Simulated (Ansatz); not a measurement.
CH4BFO (SMILES OCBF): the energy to break a bond

The species is CH4BFO (8 atoms), meant as a singlet with charge 0. SMILES: `OCBF`. The shape was relaxed beforehand at PBE0/def2-SVP. This is one conformer, not always the lowest.

```xyz
8

O    -1.2423    0.7599   -0.1697
C     0.1076    0.4313   -0.0149
B     0.3639   -1.1091    0.0748
F    -0.6255   -1.9771    0.0079
H    -1.3243    1.7165   -0.2179
H     0.5717    0.8704    0.8992
H     0.7542    0.7983   -0.8462
H     1.4871   -1.5475    0.2110
```

Wanted: the dissociation energy of the H5–O1 bond into doublet H and doublet CH3BFO (shapes relaxed at PBE0/def2-SVP, no zero-point term). 1 Eh = 2625.50 kJ/mol = 27.2114 eV. Totals in Eh; open shells run unrestricted unless said.

```
          level  program       CH4BFO  doublet H  doublet CH3BFO
   HF/def2-TZVP   Ansatz  -239.323910  -0.499810     -238.701925
  PBE/def2-TZVP   Ansatz  -240.290590  -0.499616     -239.632671
B3LYP/def2-TZVP   Ansatz  -240.575461  -0.502154     -239.910624
```

Question: Work out the dissociation energy at each level.

Answer: 
1. HF/def2-TZVP: (-0.499810) + (-238.701925) − (-239.323910) = 0.122175 Eh = 320.8 kJ/mol = 3.32 eV.
2. PBE/def2-TZVP: (-0.499616) + (-239.632671) − (-240.290590) = 0.158303 Eh = 415.6 kJ/mol = 4.31 eV.
3. B3LYP/def2-TZVP: (-0.502154) + (-239.910624) − (-240.575461) = 0.162683 Eh = 427.1 kJ/mol = 4.43 eV.

The levels span 321 to 427 kJ/mol; no measured value is set beside them. Hartree–Fock lacks the correlation of the bonding electrons, so it comes out low. A bond enthalpy at 298 K also holds the loss of zero-point energy and thermal terms.
